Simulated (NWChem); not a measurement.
System: sulfolane (C4H8O2S); SMILES O=S1(=O)CCCC1

Input file for NWChem:

```
start job
memory heap 200 mb stack 900 mb global 1100 mb
geometry units angstroms noautosym nocenter noautoz
  O      1.211205     0.412165     1.530663
  S      0.000000     0.000000     0.802167
  O     -1.211205    -0.412165     1.530663
  C     -0.442666     1.288478    -0.438742
  C      0.101127     0.765813    -1.772883
  C     -0.101127    -0.765813    -1.772883
  C      0.442666    -1.288478    -0.438742
  H     -1.533560     1.359998    -0.433130
  H     -0.004817     2.230673    -0.103521
  H     -0.407756     1.240666    -2.617632
  H      1.169239     0.998906    -1.857460
  H      0.407756    -1.240666    -2.617632
  H     -1.169239    -0.998906    -1.857460
  H      0.004817    -2.230673    -0.103521
  H      1.533560    -1.359998    -0.433130
end
basis spherical
  O library 6-31g*
  S library 6-31g*
  C library 6-31g*
  H library 6-31g*
end
dft
  xc m06-2x
  iterations 150
end
cosmo
  dielec 11.7
end
task dft energy
```

Parts of the log:

```
             Northwest Computational Chemistry Package (NWChem) 7.3.0
             --------------------------------------------------------

                             Geometry "geometry" -> ""
                             -------------------------

 Output coordinates in angstroms (scale by  1.889725989 to convert to a.u.)

  No.       Tag          Charge          X              Y              Z
 ---- ---------------- ---------- -------------- -------------- --------------
    1 O                    8.0000     1.21120500     0.41216500     1.53066300
    2 S                   16.0000     0.00000000     0.00000000     0.80216700
    3 O                    8.0000    -1.21120500    -0.41216500     1.53066300
    4 C                    6.0000    -0.44266600     1.28847800    -0.43874200
    5 C                    6.0000     0.10112700     0.76581300    -1.77288300
    6 C                    6.0000    -0.10112700    -0.76581300    -1.77288300
    7 C                    6.0000     0.44266600    -1.28847800    -0.43874200
    8 H                    1.0000    -1.53356000     1.35999800    -0.43313000
    9 H                    1.0000    -0.00481700     2.23067300    -0.10352100
   10 H                    1.0000    -0.40775600     1.24066600    -2.61763200
   11 H                    1.0000     1.16923900     0.99890600    -1.85746000
   12 H                    1.0000     0.40775600    -1.24066600    -2.61763200
   13 H                    1.0000    -1.16923900    -0.99890600    -1.85746000
   14 H                    1.0000     0.00481700    -2.23067300    -0.10352100
   15 H                    1.0000     1.53356000    -1.35999800    -0.43313000

 Effective nuclear repulsion energy (a.u.)     424.6294534720

                                 NWChem DFT Module
                                 -----------------

 Summary of "ao basis" -> "ao basis" (spherical)
 ------------------------------------------------------------------------------
       Tag                 Description            Shells   Functions and Types
 ---------------- ------------------------------  ------  ---------------------
 O                           6-31g*                  6       14   3s2p1d
 S                           6-31g*                  8       18   4s3p1d
 C                           6-31g*                  6       14   3s2p1d
 H                           6-31g*                  2        2   2s

 in cosmo_initialize ...

 solvent parameters
 solvname_short: unkn
 solvname_long:  unknown
 dielec:       11.7000

          ---------------
          -cosmo- solvent
          ---------------
 Cosmo: York-Karplus, doi: 10.1021/jp992097l
 dielectric constant -eps-     =  11.70
 screen = (eps-1)/(eps    )    =   0.91453
 surface charge correction     = lagrangian

   van der Waals surface
 --------------------------

 ---------- ATOMIC COORDINATES (A.U.) ------------ VDWR(ANG.) --
     1    2.28884557    0.77887891    2.89253365     1.720
     2    0.00000000    0.00000000    1.51587583     2.160
     3   -2.28884557   -0.77887891    2.89253365     1.720
     4   -0.83651744    2.43487036   -0.82910216     2.000
     5    0.19110232    1.44717673   -3.35026308     2.000
     6   -0.19110232   -1.44717673   -3.35026308     2.000
     7    0.83651744   -2.43487036   -0.82910216     2.000
     8   -2.89800819    2.57002357   -0.81849702     1.300
     9   -0.00910281    4.21536074   -0.19562632     1.300
    10   -0.77054711    2.34451878   -4.94660722     1.300
    11    2.20954133    1.88765863   -3.51009043     1.300
    12    0.77054711   -2.34451878   -4.94660722     1.300
    13   -2.20954133   -1.88765863   -3.51009043     1.300
    14    0.00910281   -4.21536074   -0.19562632     1.300
    15    2.89800819   -2.57002357   -0.81849702     1.300
 number of segments per atom =         32
 number of   points per atom =         32
 atom (   nspa,  nppa )
 ----------------------
    1 (     20,     0 )       0
    2 (     10,     0 )       0
    3 (     20,     0 )       0
    4 (     10,     0 )       0
    5 (     14,     0 )       0
    6 (     14,     0 )       0
    7 (     10,     0 )       0
    8 (     16,     0 )       0
    9 (     13,     0 )       0
   10 (     14,     0 )       0
   11 (     14,     0 )       0
   12 (     14,     0 )       0
   13 (     14,     0 )       0
   14 (     13,     0 )       0
   15 (     16,     0 )       0
 number of -cosmo- surface points =      212
 molecular surface =    139.454 angstrom**2
 molecular volume  =    128.707 angstrom**3
 G(cav/disp)       =      1.557 kcal/mol
 -lineq- algorithm             =   0
 -bem- low  level              =   2
 -bem- from -octahedral-
 gaussian surface charge width =   4.50000
 degree of switching           =   1.00000
 switching function tolerance  =   0.00010
 atomic radii =
 --------------
    1  8.000  1.720
    2 16.000  2.160
    3  8.000  1.720
    4  6.000  2.000
    5  6.000  2.000
    6  6.000  2.000
    7  6.000  2.000
    8  1.000  1.300
    9  1.000  1.300
   10  1.000  1.300
   11  1.000  1.300
   12  1.000  1.300
   13  1.000  1.300
   14  1.000  1.300
   15  1.000  1.300
 ...... end of -cosmo- initialization ......

            General Information
            -------------------
          SCF calculation type: DFT
          Wavefunction type:  closed shell.
          No. of atoms     :    15
          No. of electrons :    64
           Alpha electrons :    32
            Beta electrons :    32
          Charge           :     0
          Spin multiplicity:     1
          Use of symmetry is: off; symmetry adaption is: off
          Maximum number of iterations: 150
          AO basis - number of functions:   118
                     number of shells:    60
          Convergence on energy requested:  1.00D-06
          Convergence on density requested:  1.00D-05
          Convergence on gradient requested:  5.00D-04

              XC Information
              --------------
                       M06-2X Method XC Functional
                     Hartree-Fock (Exact) Exchange  0.540
                        M06-2X Exchange Functional  1.000
                      M06-2X Correlation Potential  1.000

             Grid Information
             ----------------
          Grid used for XC integration:  medium
          Radial quadrature: Mura-Knowles
          Angular quadrature: Lebedev.
          Tag              B.-S. Rad. Rad. Pts. Rad. Cut. Ang. Pts.
          ---              ---------- --------- --------- ---------
          O                   0.60       49          11.0       434
          S                   1.00       88          10.0       590
          C                   0.70       49          10.0       434
          H                   0.35       45          11.0       434
          Grid pruning is: on
          Number of quadrature shells:   742
          Spatial weights used:  Erf1

      Superposition of Atomic Density Guess
      -------------------------------------

 Sum of atomic energies:        -701.59126232

      Non-variational initial energy
      ------------------------------

 Total energy =    -705.824601
 1-e energy   =   -1807.108199
 2-e energy   =     676.654144
 HOMO         =      -0.316654
 LUMO         =       0.100587

   convergence    iter        energy       DeltaE   RMS-Dens  Diis-err
 ---------------- ----- ----------------- --------- --------- ---------
     COSMO gas phase
 d= 0,ls=0.0,diis     1   -705.4249730413 -1.13D+03  1.93D-02  1.80D+00
 d= 0,ls=0.0,diis     2   -705.2388921507  1.86D-01  1.11D-02  4.10D+00
 d= 0,ls=0.0,diis     3   -705.6356264025 -3.97D-01  1.22D-03  1.64D-02
 d= 0,ls=0.0,diis     4   -705.6371126377 -1.49D-03  4.30D-04  3.45D-03
 d= 0,ls=0.0,diis     5   -705.6372253456 -1.13D-04  9.42D-05  9.91D-05
  Resetting Diis
 d= 0,ls=0.0,diis     6   -705.6372402042 -1.49D-05  2.52D-05  9.19D-06
 d= 0,ls=0.0,diis     7   -705.6372413534 -1.15D-06  9.23D-06  5.12D-07
 d= 0,ls=0.0,diis     8   -705.6372413923 -3.89D-08  3.43D-06  3.06D-07

   convergence    iter        energy       DeltaE   RMS-Dens  Diis-err
 ---------------- ----- ----------------- --------- --------- ---------
     COSMO solvation phase
 d= 0,ls=0.0,diis     1   -705.6523838156 -1.51D-02  1.98D-03  7.64D-03
 d= 0,ls=0.0,diis     2   -705.6545989017 -2.22D-03  4.48D-04  5.14D-03
 d= 0,ls=0.0,diis     3   -705.6550303639 -4.31D-04  2.75D-04  6.45D-04
 d= 0,ls=0.0,diis     4   -705.6551220975 -9.17D-05  5.86D-05  3.46D-05
 d= 0,ls=0.0,diis     5   -705.6551267504 -4.65D-06  1.83D-05  3.16D-06
 d= 0,ls=0.0,diis     6   -705.6551272201 -4.70D-07  4.61D-06  1.53D-07

         Total DFT energy =     -705.655127220109
      One electron energy =    -1810.444612484535
           Coulomb energy =      747.497850036824
    Exchange-Corr. energy =      -67.545417711829
 Nuclear repulsion energy =      424.629453472042

             COSMO energy =        0.207599467389

 Numeric. integr. density =       63.999934263082

                                   COSMO solvation results
                                   -----------------------

                 gas phase energy =      -705.637241392295
                 sol phase energy =      -705.655127220109
 (electrostatic) solvation energy =         0.017885827814 (   11.22 kcal/mol)

                       DFT Final Molecular Orbital Analysis
                       ------------------------------------

 Vector   30  Occ=2.000000D+00  E=-3.884197D-01
              MO Center= -9.3D-08,  1.0D-08,  4.0D-01, r^2= 4.4D+00
   Bfn.  Coefficient  Atom+Function         Bfn.  Coefficient  Atom+Function
  ----- ------------  ---------------      ----- ------------  ---------------
     4      0.288390   1 O  py               36     -0.288390   3 O  py
     8      0.229495   1 O  py               40     -0.229495   3 O  py
     5      0.165086   1 O  pz               37      0.165086   3 O  pz
    63      0.132838   5 C  px               77     -0.132838   6 C  px
    64      0.129984   5 C  py               78     -0.129984   6 C  py

 Vector   31  Occ=2.000000D+00  E=-3.790352D-01
              MO Center=  1.0D-07,  5.5D-09,  1.3D+00, r^2= 2.7D+00
   Bfn.  Coefficient  Atom+Function         Bfn.  Coefficient  Atom+Function
  ----- ------------  ---------------      ----- ------------  ---------------
     5     -0.311542   1 O  pz               37      0.311542   3 O  pz
     3      0.290194   1 O  px               35      0.290194   3 O  px
     9     -0.239428   1 O  pz               41      0.239428   3 O  pz
     7      0.217132   1 O  px               39      0.217132   3 O  px
    25      0.134969   2 S  px                4      0.097160   1 O  py

 Vector   32  Occ=2.000000D+00  E=-3.416720D-01
              MO Center=  7.4D-08,  1.7D-08,  4.2D-01, r^2= 3.7D+00
   Bfn.  Coefficient  Atom+Function         Bfn.  Coefficient  Atom+Function
  ----- ------------  ---------------      ----- ------------  ---------------
     4      0.303343   1 O  py               36      0.303343   3 O  py
     8      0.225596   1 O  py               40      0.225596   3 O  py
    51     -0.215688   4 C  pz               93      0.215688   7 C  pz
    22     -0.204250   2 S  py               52     -0.205053   4 C  s
    94      0.205053   7 C  s                55     -0.187018   4 C  pz

 Vector   33  Occ=0.000000D+00  E= 9.481144D-02
              MO Center= -2.4D-08,  3.3D-08,  3.0D-01, r^2= 4.7D+00
   Bfn.  Coefficient  Atom+Function         Bfn.  Coefficient  Atom+Function
  ----- ------------  ---------------      ----- ------------  ---------------
    66      0.929123   5 C  s                80      0.929123   6 C  s
    27      0.711735   2 S  pz               55      0.488184   4 C  pz
    97      0.488184   7 C  pz               24      0.435259   2 S  s
     6     -0.399074   1 O  s                38     -0.399074   3 O  s
    23      0.362089   2 S  pz              108     -0.360303  10 H  s

 Vector   34  Occ=0.000000D+00  E= 1.036546D-01
              MO Center=  1.6D-08, -1.7D-08, -2.1D-01, r^2= 4.8D+00
   Bfn.  Coefficient  Atom+Function         Bfn.  Coefficient  Atom+Function
  ----- ------------  ---------------      ----- ------------  ---------------
    25      0.730232   2 S  px              104      0.627513   8 H  s
   118     -0.627513  15 H  s               106     -0.474277   9 H  s
   116      0.474277  14 H  s               108      0.468448  10 H  s
   112     -0.468448  12 H  s                 6     -0.408108   1 O  s
    38      0.408108   3 O  s                68     -0.374414   5 C  py

 Vector   35  Occ=0.000000D+00  E= 1.141008D-01
              MO Center=  1.6D-08, -4.7D-08,  4.3D-01, r^2= 3.3D+00
   Bfn.  Coefficient  Atom+Function         Bfn.  Coefficient  Atom+Function
  ----- ------------  ---------------      ----- ------------  ---------------
    26      0.840350   2 S  py               22      0.657306   2 S  py
    54      0.516462   4 C  py               96      0.516463   7 C  py
    52     -0.492081   4 C  s                94      0.492081   7 C  s
   106     -0.354973   9 H  s               116      0.354972  14 H  s
     8     -0.265591   1 O  py               40     -0.265591   3 O  py

     Multipole analysis of the density
     ---------------------------------

     L   x y z        total         alpha         beta         nuclear
     -   - - -        -----         -----         ----         -------
     0   0 0 0     -0.000000    -32.000000    -32.000000     64.000000

     1   1 0 0      0.000000      0.000000      0.000000      0.000000
     1   0 1 0      0.000000      0.000000      0.000000      0.000000
     1   0 0 1     -2.706244     -2.073385     -2.073385      1.440527

     2   2 0 0    -39.598801    -80.001952    -80.001952    120.405103
     2   1 1 0     -2.752960      0.045191      0.045191     -2.843342
     2   1 0 1      0.000000      0.000000      0.000000      0.000000
     2   0 2 0    -32.317468   -102.583749   -102.583749    172.850029
     2   0 1 1      0.000000      0.000000      0.000000     -0.000000
     2   0 0 2    -40.353226   -214.461560   -214.461560    388.569894
```

Level: M06-2X/6-31G* (spherical d), COSMO on the gas-phase geometry. The geometry was optimised at B3LYP/6-31G* (spherical d). COSMO prints the solvation energy as gas minus solution, so a positive value is a stabilisation.
